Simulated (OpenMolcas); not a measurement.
# d7 ions of charge +3 down a group on the Y site of Cs2NaYF6

```yaml
Program: OpenMolcas
Method: CASSCF
Spin-orbit_coupling: RASSI with atomic mean-field integrals over the reference wave functions
```

The d shell is active. Each dopant is a cluster with its nearest anions in model potentials and point charges, with no relaxation. Distances were set from a Shannon-type radius of the metal (high-spin where two are listed) plus a fixed donor radius (F 1.31 Å), in hosts weighted 0.65 to 0.35 with the host's distance in the model lattice. Ligand basis ANO-RCC-VDZP, DKH2 Hamiltonian. States (labels of O, the rotations of Oh). Energies in cm-1 above the lowest state or level, χT in cm3 K/mol; under a threefold ground state the first gap can be a small split of the lowest multiplet, not the spin-orbit step; 10Dq and B are least-squares fits to the states below 45000 cm-1, weighted by degeneracy, with a free offset, and given where the rms deviation is under 5 % of |10Dq| (or 100 cm-1) and under 700 cm-1. Spin-only χT is S(S+1) / 2 for the spin of the ground state.

```json
{"Ion": "Ni3+", "Shell": "3d7", "R (Å)": "2.004", "Metal basis": "ANO-RCC-VTZP", "Ground state": "4T1", "First state of that spin": "4T2 6782", "10Dq": "8476", "B (rms of fit)": "1310 (351)", "First gap with spin-orbit (degeneracies)": "469.9 (2, 4)", "χT at 300 K": "3.495", "First state of another spin": "2E 15624", "Spin-only χT": "1.875"}
{"Ion": "Pd3+", "Shell": "4d7", "R (Å)": "2.108", "Metal basis": "ANO-RCC-VTZP", "Ground state": "4T1", "First state of that spin": "4T2 14186", "10Dq": "16133", "B (rms of fit)": "815 (338)", "First gap with spin-orbit (degeneracies)": "158.7 (2, 4)", "χT at 300 K": "2.260", "First state of another spin": "2E 419.3", "Spin-only χT": "1.875"}
```

|10Dq| changes by a factor of 16133 / 8476 = 1.90 from Ni3+ to Pd3+.

B goes from 1310 cm-1 (Ni3+) to 815 cm-1 (Pd3+).

Every ion keeps the highest spin of its shell. χT departs most from the spin-only value for Ni3+, by +1.620 cm3 K/mol.

An orbital triplet at a regular site is open to Jahn-Teller coupling, which can distort the site and quench the lowest spin-orbit gaps and is left out. Without dynamic correlation the repulsion within the d shell is too large (B by tens of per cent), so at a given field states of lower spin stand too high. Ligand-to-metal charge-transfer states are missing. With no ligand orbital active B as a rule stays too high, so bands that hang on it stand too high and its fall with covalency is understated. CASSCF with metal d orbitals alone favours high spin, so a ground state of lower spin is not ruled out (holds for Ni3+). With metal d orbitals alone and no dynamic correlation 10Dq can be off by a tenth to a fifth, either way, in oxide and fluoride hosts (holds for Ni3+). This shell can be high or low spin here, a state of another spin lies low, and with metal d orbitals alone active their balance is uncertain, so the ground spin may be wrong (holds for Pd3+). The least metal-like active orbital is 81 % on the metal (Löwdin) and no ligand orbital is active, so the numbers are rough (holds for Pd3+). With metal d orbitals alone the field can be off either way by tens of per cent (holds for Pd3+). No measured value stands beside these numbers; the geometry was set by hand and not optimised.
